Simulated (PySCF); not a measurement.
Molfile (atoms numbered from 1):
```
C6H14O2S
     RDKit          3D

 23 22  0  0  0  0  0  0  0  0999 V2000
   -3.3720   -0.6802    0.4179 C   0  0  0  0  0  0  0  0  0  0  0  0
   -2.7320    0.2241   -0.6245 C   0  0  0  0  0  0  0  0  0  0  0  0
   -1.3490    0.7415   -0.2540 C   0  0  0  0  0  0  0  0  0  0  0  0
   -0.1422   -0.5945   -0.2296 S   0  0  0  0  0  6  0  0  0  0  0  0
   -0.2151   -1.2788   -1.5225 O   0  0  0  0  0  0  0  0  0  0  0  0
   -0.3024   -1.3559    1.0120 O   0  0  0  0  0  0  0  0  0  0  0  0
    1.4435    0.2473   -0.1374 C   0  0  0  0  0  0  0  0  0  0  0  0
    2.5556   -0.7818   -0.0157 C   0  0  0  0  0  0  0  0  0  0  0  0
    3.9320   -0.1405    0.0484 C   0  0  0  0  0  0  0  0  0  0  0  0
   -3.4655   -0.1665    1.3880 H   0  0  0  0  0  0  0  0  0  0  0  0
   -4.3799   -0.9833    0.0988 H   0  0  0  0  0  0  0  0  0  0  0  0
   -2.7737   -1.5864    0.5855 H   0  0  0  0  0  0  0  0  0  0  0  0
   -2.6485   -0.3015   -1.5896 H   0  0  0  0  0  0  0  0  0  0  0  0
   -3.3694    1.1058   -0.8046 H   0  0  0  0  0  0  0  0  0  0  0  0
   -0.9804    1.4623   -0.9999 H   0  0  0  0  0  0  0  0  0  0  0  0
   -1.3202    1.2032    0.7453 H   0  0  0  0  0  0  0  0  0  0  0  0
    1.3999    0.9123    0.7398 H   0  0  0  0  0  0  0  0  0  0  0  0
    1.5356    0.8536   -1.0518 H   0  0  0  0  0  0  0  0  0  0  0  0
    2.3675   -1.3884    0.8841 H   0  0  0  0  0  0  0  0  0  0  0  0
    2.4888   -1.4686   -0.8746 H   0  0  0  0  0  0  0  0  0  0  0  0
    4.7165   -0.9063    0.1377 H   0  0  0  0  0  0  0  0  0  0  0  0
    4.1455    0.4508   -0.8562 H   0  0  0  0  0  0  0  0  0  0  0  0
    4.0238    0.5321    0.9161 H   0  0  0  0  0  0  0  0  0  0  0  0
  1  2  1  0
  2  3  1  0
  3  4  1  0
  4  5  2  0
  4  6  2  0
  4  7  1  0
  7  8  1  0
  8  9  1  0
  1 10  1  0
  1 11  1  0
  1 12  1  0
  2 13  1  0
  2 14  1  0
  3 15  1  0
  3 16  1  0
  7 17  1  0
  7 18  1  0
  8 19  1  0
  8 20  1  0
  9 21  1  0
  9 22  1  0
  9 23  1  0
M  END
```

Geometry: PBE0-D3(BJ)/def2-SVP; GIAO absolute shieldings from PySCF 2.14.0 with density-fitted response routines, gas phase, non-relativistic, averaged over equivalent atoms.

At KT2/pcSseg-1 (230 basis functions, 69 s wall time on 1 thread of an Arm Neoverse V2, shared host):
```csv
atoms,σ (ppm)
C3/C7,122.1
C2/C8,165.2
C1/C9,167.5
S4,215.4
O5/O6,114.6
H15/H16/H17/H18,28.66
H13/H14/H19/H20,29.18
H10/H11/H12/H21/H22/H23,29.99
```

**Question.** Predict the values at PBE0/pcSseg-1 on the same geometry.

**Answer.** 
| atoms | σ at PBE0/pcSseg-1 | change |
| --- | --- | --- |
| C3/C7 | 123.9 | +1.8 |
| C2/C8 | 168.2 | +3.0 |
| C1/C9 | 169.5 | +2.0 |
| S4 | 187.5 | -27.9 |
| O5/O6 | 129.4 | +14.8 |
| H15/H16/H17/H18 | 28.86 | +0.20 |
| H13/H14/H19/H20 | 29.33 | +0.15 |
| H10/H11/H12/H21/H22/H23 | 30.08 | +0.09 |

The largest change is at S4 (sulfone sulfur). Cost: 230 basis functions, 39 s wall time on 1 thread of an Arm Neoverse V2, shared host. The order of the carbon signals is the same at both levels.
